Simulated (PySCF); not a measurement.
Coordinates in bohr (charge 0 multiplicity 5):
```
Pt    0.0000    0.0000   -0.1235
O     3.2992    0.0000    0.9140
O    -3.2992    0.0000    0.9140
```

Level of theory: UPBE0 in PySCF with Pt def2-TZVP with ECP60, O def2-TZVP; scalar-relativistic core potentials, no spin–orbit coupling; density-fitted integrals.

This geometry of PtO2 is a stationary point at this level.

(1) What is the point group?

(2) Is it a minimum?

(3) List the harmonic modes with their infrared intensities.

(4) What are the dipole moment and the gap between the highest occupied and lowest empty levels of either spin?

Answers

(1) C2v.

(2) Yes: all harmonic wavenumbers are real.

(3) 
```
symmetry  ω (cm⁻¹)  IR (km/mol)
      a1       119          6.4
      b2       519          4.9
      a1       753          0.2
```

(4) 1.67 D and 2.55 eV.

Other isomers or separated fragments may lie lower. Open d and f shells are described by one determinant, and the ground state may have another occupation or spin. At this level a singlet minimum of D∞h symmetry lies 171 kJ/mol below this structure. With an element this heavy the missing spin–orbit coupling can shift these numbers.
